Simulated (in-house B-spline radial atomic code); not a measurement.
Computed with a B-spline radial atomic code. Model: two electrons, singlet ground state, non-relativistic, full CI in B-splines with partial waves to l = 8 (at full coupling up to 3e-4 hartree above the limit, correlation up to 0.6 % small), density held at that of full coupling by Lieb maximisation.

W(λ) is the mean repulsion in the state of coupling λ less the Hartree energy of the fixed density. Its start is exact exchange, its initial slope is twice the second-order Görling-Levy correlation energy, and its area from 0 to 1 is E_xc. A straight curve means weak, dynamic correlation, and a curve that drops fast and flattens means strong correlation.

Command:
```bash
python run_ac.py task.json out
```
Settings (lengths in bohr, energies in hartree):
```
potential              gauss
strength               0.689
lmax                   8
second                 12.4
```

Cost of the run: 33 s on 1 thread of Intel(R) Xeon(R) Processor @ 2.30GHz, with other jobs on the host.

**W = mean repulsion less Hartree energy, and W of three functionals.**

Given: confinement Gaussian well; well depth 0.689 hartree; well width 12.4 bohr; external potential -V exp(-r^2/w^2).

Computed: LDA exchange minus exact 27.324 millihartree; PBE exchange minus exact 7.9972 millihartree.

| coupling | W xc (hartree) | W xc minus exchange (millihartree) | kinetic minus Kohn-Sham (millihartree) | LDA (PW92) W minus its exchange (millihartree) | PBE W minus its exchange (millihartree) | SCAN W minus its exchange (millihartree) |
| --- | --- | --- | --- | --- | --- | --- |
| 0 | -0.19136 | 0 | 0 | 0 | 0 | 0 |
| 0.02 | -0.19337 | -2.007 | 0.02 | -8.13 | -3.27 | -1.84 |
| 0.05 | -0.1962 | -4.837 | 0.12 | -15.41 | -7.35 | -4.39 |
| 0.12 | -0.20205 | -10.689 | 0.61 | -26.86 | -14.95 | -9.64 |
| 0.25 | -0.21069 | -19.326 | 2.18 | -40.59 | -25.31 | -17.57 |
| 0.4 | ? | ? | ? | ? | ? | ? |
| 0.6 | -0.22517 | -33.808 | 8.06 | -61.23 | -42.54 | -31.93 |
| 0.8 | -0.23028 | -38.924 | 11.61 | -68.55 | -48.97 | -37.46 |
| 1 | -0.23415 | -42.793 | 15.08 | -74.23 | -54.05 | -41.81 |
| 1.4 | -0.23965 | -48.291 | 21.6 | -82.65 | -61.69 | -48.2 |
| 2 | -0.24491 | -53.547 | 30.41 | -91.19 | -69.55 | -54.37 |
| 3 | ? | ? | ? | ? | ? | ? |
| 4.5 | -0.25456 | -63.199 | 59.54 | -108.42 | -85.67 | -64.78 |
| 7 | -0.25862 | -67.261 | 82.36 | -116.34 | -93.16 | -68.27 |

Question: What belongs in the row 0.4?

Answer: W xc (hartree): -0.21807; W xc minus exchange (millihartree): -26.715; kinetic minus Kohn-Sham (millihartree): 4.55; LDA (PW92) W minus its exchange (millihartree): -51.24; PBE W minus its exchange (millihartree): -34.01; SCAN W minus its exchange (millihartree): -24.68.

Question: What belongs in the row 3?

Answer: W xc (hartree): -0.25012; W xc minus exchange (millihartree): -58.757; kinetic minus Kohn-Sham (millihartree): 43.19; LDA (PW92) W minus its exchange (millihartree): -100.23; PBE W minus its exchange (millihartree): -77.96; SCAN W minus its exchange (millihartree): -60.26.

Question: What is the SCAN exchange minus exact?

Answer: 0.16169 millihartree.

**Energy parts, natural occupations and partial-wave weights.**

Computed: total energy -0.9236 hartree; exchange energy -0.19136 hartree; correlation energy -0.027713 hartree; kinetic part of the DFT correlation energy 0.015079 hartree; initial slope twice GL2 -0.10276 hartree; Hartree energy 0.38272 hartree; Kohn-Sham kinetic 0.088566 hartree.

```json
{"natural": "s", "occupation of the shell (electrons)": "1.804"}
{"natural": "p", "occupation of the shell (electrons)": "?"}
{"natural": "s", "occupation of the shell (electrons)": "0.010414"}
{"natural": "d", "occupation of the shell (electrons)": "0.00072442"}
{"natural": "p", "occupation of the shell (electrons)": "0.00026441"}
{"natural": "f", "occupation of the shell (electrons)": "8.7978e-05"}
```

Question: What belongs in the row p?

Answer: occupation of the shell (electrons): 0.18436.

```
wave      weight
   s     0.90724
   p    0.092319
   d  0.00037853
   f           ?
   g  1.0762e-05
```

Question: What belongs in the row f?

Answer: weight: 4.8557e-05.

Question: What is the kinetic part over minus potential part?

Answer: 0.35238.

Question: What is the Lieb Oxford ratio E_xc over LDA exchange?

Answer: 1.3355.

Half-way to full coupling W has made 71 % of its drop, against 50 % for a straight line, and second-order (GL2) theory, half the initial slope, overshoots the correlation energy by about 85 %: correlation is strong. Over couplings 0 to 1 the errors in E_xc come to about +3.2 millihartree for LDA, +0.4 millihartree for PBE, +1.7 millihartree for SCAN, so PBE is nearest. In LDA and PBE the errors of exchange and correlation have opposite signs, so the sum is smaller than the larger of the two.
